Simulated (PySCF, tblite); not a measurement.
Species: C7H12OSi.
SMILES with atom numbers: `[CH:1]#[C:2]/[C:3](=[CH:4]\[O:5][SiH3:6])[CH2:7][CH2:8][CH3:9]` (hydrogens: H10 on C1; H11 on C4; H12, H13, H14 on Si6; H15, H16 on C7; H17, H18 on C8; H19, H20, H21 on C9)

Geometry (GFN2-xTB, Å), atoms numbered from 1 in this order:
```
atom  x, y, z in Å
C1     0.2202   -2.8758   -0.8025
C2     0.1910   -1.6773   -0.7329
C3     0.1319   -0.2662   -0.6706
C4     1.0870    0.4422   -0.0577
O5     2.1457   -0.1267    0.5483
Si6    3.5461    0.4650    1.1191
C7    -1.0684    0.3859   -1.3006
C8    -2.3463    0.0873   -0.5079
C9    -2.3015    0.6881    0.8911
H10    0.2577   -3.9225   -0.8578
H11    1.0350    1.5250   -0.0219
H12    4.0326   -0.7111    1.8178
H13    3.3041    1.6146    1.9968
H14    4.3999    0.9039    0.0122
H15   -1.1864    0.0068   -2.3191
H16   -0.9110    1.4651   -1.3492
H17   -3.2024    0.4932   -1.0513
H18   -2.4740   -0.9949   -0.4370
H19   -3.2169    0.4609    1.4324
H20   -1.4613    0.2836    1.4509
H21   -2.1920    1.7696    0.8393
```

Theory: PBE0/pcSseg-1 in PySCF (dipole) on a GFN2-xTB geometry, gas phase.

Masses are those of the commonest isotopes; rigid-rotor values at the optimised geometry. The values belong to one conformer with, in the numbering `[CH:1]#[C:2]/[C:3](=[CH:4]\[O:5][SiH3:6])[CH2:7][CH2:8][CH3:9]`, C3–C4–O5–Si6 167°, C2–C3–C7–C8 69°, C3–C7–C8–C9 64°.

Give the principal moments of inertia and the rotational constants in MHz.

Ia = 247.56, Ib = 710.29, Ic = 857.40 u·Å²; 505379 MHz·u·Å²/I gives A = 2041, B = 711.5, C = 589.4 MHz.

What kind of rotor is it?

An asymmetric top. Ray's parameter κ = (2B − A − C)/(A − C) = -0.832; −1 is the prolate and +1 the oblate limit.

What does the inertial defect say?

Not planar: Δ = Ic − Ia − Ib = -100.45 u·Å². For a rigid frame Δ = −2 Σ m c², so Σ m c² = 50.23 u·Å² lies off the ab plane: 16.32 from hydrogen and 33.90 from heavier atoms. The atom farthest from that plane is 1.79 Å away.

Give the other two planar moments, Paa and Pbb, and the rms extents of the mass along the axes.

Paa = Σ m a² = (Ib + Ic − Ia)/2 = 660.06 and Pbb = Σ m b² = (Ia + Ic − Ib)/2 = 197.33 u·Å². With the mass M = 140.07 u, the rms extents √(P/M) along a, b and c are 2.17, 1.19, 0.60 Å.

Where do the levels up to J = 2 lie, in MHz?

Above 0(0,0):
J = 1: 1(0,1) 1301, 1(1,1) 2631, 1(1,0) 2753
J = 2: 2(0,2) 3895, 2(1,2) 5111, 2(1,1) 5477, 2(2,1) 9467, 2(2,0) 9475
The levels of one J sum to (2J + 1)J(J + 1)(A + B + C)/3.

Predict some low-J microwave lines.

The dipole components are |μa| = 0.60 D, |μb| = 1.28 D, |μc| = 0.43 D. Intensities carry the squares of the components, which stand as 0.22 : 1.00 : 0.11 (a : b : c). Some lines, for components of 0.1 D or more:

```json
{"type": "c", "branch": "Q", "J(Ka,Kc)": "3(2,2) ← 3(1,2)", "MHz": "3812", "lower level (cm⁻¹)": "0.319"}
{"type": "b", "branch": "Q", "J(Ka,Kc)": "3(2,1) ← 3(1,2)", "MHz": "3852", "lower level (cm⁻¹)": "0.319"}
{"type": "b", "branch": "Q", "J(Ka,Kc)": "2(2,0) ← 2(1,1)", "MHz": "3998", "lower level (cm⁻¹)": "0.183"}
{"type": "c", "branch": "R", "J(Ka,Kc)": "2(1,1) ← 1(0,1)", "MHz": "4176", "lower level (cm⁻¹)": "0.043"}
{"type": "a", "branch": "R", "J(Ka,Kc)": "5(0,5) ← 4(0,4)", "MHz": "6354", "lower level (cm⁻¹)": "0.430"}
{"type": "b", "branch": "Q", "J(Ka,Kc)": "4(3,1) ← 4(2,2)", "MHz": "6865", "lower level (cm⁻¹)": "0.623"}
{"type": "c", "branch": "R", "J(Ka,Kc)": "3(2,2) ← 2(1,2)", "MHz": "8259", "lower level (cm⁻¹)": "0.170"}
{"type": "c", "branch": "Q", "J(Ka,Kc)": "4(4,1) ← 4(3,1)", "MHz": "9721", "lower level (cm⁻¹)": "0.852"}
{"type": "c", "branch": "R", "J(Ka,Kc)": "4(3,2) ← 3(2,2)", "MHz": "12179", "lower level (cm⁻¹)": "0.446"}
{"type": "b", "branch": "R", "J(Ka,Kc)": "4(4,1) ← 3(3,0)", "MHz": "14942", "lower level (cm⁻¹)": "0.678"}
```

Its GFN2-xTB frequencies are all real (lowest 26 cm⁻¹). Zero-point vibration and centrifugal distortion are left out. A rigid rotor knows nothing of internal rotation, which can split or shift real lines.

On one thread, Arm Neoverse N1 (aarch64) (shared host), this took 85 s wall and 0.98 GiB of memory at its peak. This is the PBE0/pcSseg-1 job that gave the dipole, with the shieldings it also computed.
